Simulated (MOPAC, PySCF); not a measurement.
C$_{8}$H$_{6}$F$_{2}$Si, SMILES `c1cccc2c1=C[Si](F)(F)C=2`, neutral singlet in the gas phase. 

Cartesian coordinates (Å):
SMILES: [Si]1(F)(F)C=c2ccccc2=C1
```xyz
17

F      3.6473     0.0955    -1.2036
Si     2.6173     0.1323     0.0627
F      3.5767     0.2696     1.3766
C      1.2958     1.4394    -0.0617
C      0.1001     0.7658    -0.0489
C     -1.2180     1.3767    -0.1262
C     -2.3477     0.6088    -0.1053
C     -2.2768    -0.8425    -0.0055
C     -1.0777    -1.4927     0.0712
C      0.1743    -0.7520     0.0555
C      1.4298    -1.3016     0.1270
H      1.3520     2.5341    -0.1340
H     -1.2790     2.4731    -0.2019
H     -3.3386     1.0845    -0.1645
H     -3.2164    -1.4157     0.0075
H     -1.0315    -2.5898     0.1465
H      1.5925    -2.3853     0.2045
```
Charge 0, multiplicity 1.

All levels are single points at this geometry (PBE-D3(BJ)/def2-SVP); Pople sets use spherical d functions. Orbital energies aren't observables, and empty levels follow the basis.

HF/3-21G in PySCF gives gap (eV) = 8.07.

### Question
Estimate the gap (eV) from each of these levels: PBE-D3(BJ)/def2-TZVP in PySCF; B3LYP/3-21G in PySCF; B3LYP/6-31G* in PySCF; B3LYP/LANL2DZ in PySCF; PBE/6-31G* in PySCF; SVWN5/6-31G* in PySCF; HF/6-31G* in PySCF; HF/STO-3G in PySCF; AM1 in MOPAC; PM3 in MOPAC; PM6 in MOPAC; PM7 in MOPAC.

### Answer

```
level                          gap (eV)
-----------------------------  --------
PBE-D3(BJ)/def2-TZVP in PySCF      1.37
B3LYP/3-21G in PySCF               2.73
B3LYP/6-31G* in PySCF              2.66
B3LYP/LANL2DZ in PySCF             2.67
PBE/6-31G* in PySCF                1.38
SVWN5/6-31G* in PySCF              1.34
HF/6-31G* in PySCF                 8.09
HF/STO-3G in PySCF                 9.35
AM1 in MOPAC                       7.33
PM3 in MOPAC                       7.17
PM6 in MOPAC                       7.23
PM7 in MOPAC                       7.20
```
